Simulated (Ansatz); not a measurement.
Reaction (redistribution): `F[Si](S)(Cl)Cl` + `FC1=C[CH]1[GeH3]` → `S[SiH](Cl)Cl` + `FC1=C[C]1(F)[GeH3]`

Program: Ansatz. Geometries: PBE0-D4/def2-TZVP. ΔE: electronic, gas phase. CCSD(T)/CBS is the MP2 limit (def2-TZVPP, def2-QZVPP) plus CCSD(T) − MP2 in def2-TZVPP, frozen cores. This one scheme is used for every species. Functionals use def2-TZVPP. B3LYP here is the variant with VWN-RPA as its local correlation; programs differ in this. HSE06 is defined as in plane-wave codes. For Ge outer-core shells are correlated without core-valence functions, which leaves a few kJ/mol of doubt a bond. Scalar relativity is left out up to krypton. One conformer a species, not always the lowest.

**Question.** Is it downhill or uphill in electronic energy at CCSD(T)/CBS, and by how much? (Best estimate.)

**Answer.** Computed: Uphill: ΔE = +46.5 kcal/mol.

**Question.** What do these levels give: BLYP-D4, B97M-V, HSE06-D4, ωB97M-V, B3LYP, BHLYP, LC-ωPBE, MP2/def2-SVP, CCSD(T)/def2-SVP, SCS-MP2/def2-TZVPP, HF/def2-QZVPP, HF/CBS(def2)? (Best estimate.)

**Answer.** The calculation gave: BLYP-D4 42.8, B97M-V 45.3, HSE06-D4 43.2, ωB97M-V 44.7, B3LYP 43.5, BHLYP 45.2, LC-ωPBE 43.7, MP2/def2-SVP 43.7, CCSD(T)/def2-SVP 41.5, SCS-MP2/def2-TZVPP 47.0, HF/def2-QZVPP 46.0, HF/CBS(def2) 46.1 kcal/mol.

Largest T1 diagnostic among the species: 0.013.

Leaving LDA and LC-ωPBE aside and taking each functional with its dispersion term where it has one, the values, not all of them listed here, spread over 4.2 kcal/mol, from PBE-D4 to BHLYP-D4. From r2SCAN to r2SCAN0 (25 % exact exchange), in def2-TZVPP and without D4, ΔE moves by +1.0 kcal/mol. At CCSD(T), def2-SVP lies −5.0 kcal/mol from the extrapolated value and def2-TZVPP −0.3 kcal/mol.
